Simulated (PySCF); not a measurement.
**B3LYP on Ne²⁺ (neon, charge +2)**

Configuration: [He] 2s2 2p4, high-spin 3P determinant. All numbers are calculated (PySCF 2.14, no relativity, point nucleus, in pcseg-2).

```
Total energy                                                  : -126.6535 hartree
One-electron energy                                           : -166.5510 hartree
Hartree (Coulomb) energy                                      : 51.2753 hartree
Exchange-correlation energy                                   : -11.3778 hartree
Kinetic energy                                                : 126.36328 hartree
⟨S²⟩                                                          : 2.0015
⟨L²⟩                                                          : 2.004
Sum of ⟨r⟩                                                    : 5.211 bohr
Sum of ⟨r²⟩                                                   : 5.025 bohr²
Traceless quadrupole moment −½Σ⟨3z² − r²⟩ along its main axis : -0.334 e·bohr²
Density at the nucleus (Gaussians lack the cusp)              : 603 bohr⁻³
Spin density at the nucleus                                   : 0.432 bohr⁻³
Langevin diamagnetic susceptibility                           : -3.98 ×10⁻⁶ cm³/mol
Time after the integrals                                      : 0.1 s of wall time on 1 thread of Intel(R) Xeon(R) 6975P-C (shared host)
```

```tsv
shell	electrons	mean orbital energy (hartree)	spread (hartree)	rms radius, mean of both spins (bohr)
1s α	1	-32.85977	0	0.184
1s β	1	-32.76824	0	0.184
2s α	1	-3.08142	0	0.912
2s β	1	-2.85212	0	0.912
2p α	3	-2.19715	0.11955	0.908
2p β	1	-2.03484	0	0.908
```
